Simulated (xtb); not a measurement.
BHF2, SMILES FBF. All values are semi-empirical tight-binding results from xtb (GFN2-xTB unless named), good for trends rather than for accurate numbers. The structure is a stationary point at GFN2-xTB.

* **point group as xtb finds it**: C2v
* **orbital gap**: 6.32 eV
* **dipole moment**: 1.16 D
* **zero-point energy**: 10.6 kcal/mol
* **G − E(el) at 298.15 K (modified RRHO)**: -4.3 kcal/mol
* **static polarisability (D4 model)**: 19.3 bohr³
* **solvation energy, GFN2-xTB/ALPB(water)**: -0.4 kcal/mol
* **solvation energy, GFN2-xTB/ALPB(hexane)**: -0.9 kcal/mol

Computed IR lines (harmonic; lines under 4 % of the strongest left out, lines within 3 cm⁻¹ merged):
ν (cm⁻¹): 481 (w), 738 (m), 1157 (m), 1340 (vs), 2685 (m) (against the strongest line: vs over 80 %, s over 45 %, m over 15 %, w over 4 %, vw less)
